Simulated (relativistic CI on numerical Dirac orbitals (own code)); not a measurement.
# Ligand-field terms of d4

Computed with a parametric ligand-field model of a d^n configuration (Racah B and C, spin-orbit zeta, crystal field), exact diagonalisation.

Field parameters in Wybourne normalisation: Oh B⁴₀ = 21Dq, B⁴₄ = √(5/14) B⁴₀. The field is a parameter set, without covalency.

Problem. Ground term and bands for B = 560, C = 2460, ζ = 0 cm⁻¹, Oh, 10Dq = 14000 cm⁻¹?

Solution. Ground term 5E with 1.00 electrons in the two orbitals of the cubic e set. Spin-allowed: 5T2 14000 cm⁻¹ (714 nm). Lowest spin-forbidden: 3T1 686 cm⁻¹, 1T2 7549 cm⁻¹ (1325 nm), 1E 8335 cm⁻¹ (1200 nm).

Problem. Ground term and bands for B = 560, C = 2460, ζ = 0 cm⁻¹, Oh, 10Dq = 20720 cm⁻¹?

Solution. Ground term 3T1 with 0.03 electrons in the two orbitals of the cubic e set. Spin-allowed: 3E 18494 cm⁻¹ (541 nm), 3T1 19123 cm⁻¹ (523 nm), 3T2 19763 cm⁻¹ (506 nm), 3A1 20687 cm⁻¹ (483 nm). Lowest spin-forbidden: 5E 5807 cm⁻¹ (1722 nm), 1T2 7097 cm⁻¹ (1409 nm), 1E 7870 cm⁻¹ (1271 nm).

Problem. Ground term and bands for B = 560, C = 2460, ζ = 0 cm⁻¹, Oh, 10Dq = 3920 cm⁻¹?

Solution. Ground term 5E with 1.00 electrons in the two orbitals of the cubic e set. Spin-allowed: 5T2 3920 cm⁻¹ (2551 nm). Lowest spin-forbidden: 3T1 9889 cm⁻¹ (1011 nm), 3E 12469 cm⁻¹ (802 nm), 3T1 13269 cm⁻¹ (754 nm).

Problem. Ground term and bands for B = 560, C = 2460, ζ = 0 cm⁻¹, Oh, 10Dq = 7280 cm⁻¹?

Solution. Ground term 5E with 1.00 electrons in the two orbitals of the cubic e set. Spin-allowed: 5T2 7280 cm⁻¹ (1374 nm). Lowest spin-forbidden: 3T1 6970 cm⁻¹ (1435 nm), 3E 12572 cm⁻¹ (795 nm), 3T1 13280 cm⁻¹ (753 nm).

Problem. Ground term and bands for B = 560, C = 2460, ζ = 0 cm⁻¹, Oh, 10Dq = 1680 cm⁻¹?

Solution. Ground term 5E with 1.00 electrons in the two orbitals of the cubic e set. Spin-allowed: 5T2 1680 cm⁻¹. Lowest spin-forbidden: 3T1 11528 cm⁻¹ (867 nm), 3E 12318 cm⁻¹ (812 nm), 3T2 13092 cm⁻¹ (764 nm).
